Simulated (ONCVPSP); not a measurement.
What one change does to a pseudopotential (tin, ONCV)

Sn, optimised norm-conserving Vanderbilt (ONCV), made with ONCVPSP 4.0.1 (LDA (Perdew-Wang 92), scalar-relativistic). Core [Kr], reference 4d10 5s1 5p3. Waves: 5s: rc 1.90 bohr, ncon 4, nbas 7, qcut 3.3 1/bohr, 2 projectors, debl 3.7 Ha; 5p: rc 2.50 bohr, ncon 4, nbas 8, qcut 2.9 1/bohr, 2 projectors, debl 2.9 Ha; 4d: rc 1.05 bohr, ncon 4, nbas 8, qcut 9.8 1/bohr, 3 projectors, debl 1.1 Ha. Local part: polynomial inside 0.70 bohr (lpopt 5, dvloc0 0 Ha). Core correction: Teter function, fcfact 4.5, rcfact 1.45.

Change: p: debl 1.35.

Cutoffs: the cutoffs (Ha) at which the residual kinetic energy of the hardest occupied pseudo-wave falls to 1 and 0.1 mHa per electron; they do not see the model core or the augmentation charge, which bear on the density cutoff. Errors are all-electron minus pseudo energies relative to the spin-unpolarised reference configuration.

Q: What does the change do?

A: The potential gets neither clearly harder nor softer (44 Ha and 73 Ha → 44 Ha and 73 Ha); both files keep a bound ghost (d, p, s); the errors of the 4 common tests hardly move; the range in which the p phases agree narrows (upper end 4.4 → 2.4).

```csv
quantity,base,changed
"cutoff, loose",44 Ha,44 Ha
"cutoff, tight",73 Ha,73 Ha
bound ghosts,"s, p, d","s, p, d"
GHOST(+) flags under 300 eV,"s at 61.4 eV, p at 128.8 eV",s at 61.4 eV
"error for 4d10 5s2 5p2, meV [ΔE -7.08 eV]",+2.6,+2.6
"error for 4d10 5s2 5p1, meV [ΔE 0.02 eV]",+0.3,+0.2
"error for 4d10 5s2 5p0, meV [ΔE 14.27 eV]",-6.7,-6.8
"error for 4d10 5s0 5p4, meV [ΔE 7.33 eV]",+1.9,+1.9
s: phases at 1.92 bohr within 0.05 rad from the reference energy up to (Ha; the scan ends near 5),2.2,2.2
p: phases at 2.53 bohr within 0.05 rad from the reference energy up to (Ha; the scan ends near 5),4.4,2.4
d: phases at 1.06 bohr within 0.05 rad from the reference energy up to (Ha; the scan ends near 5),to the end of the scan,to the end of the scan
"rms error of d²Exc/dni dnj with the model core, mHa",0.70,0.70
```

 A true bound ghost makes a file unfit for plane-wave use even where its test errors are small: the radial tests pick states by their node count and pass the ghost by.
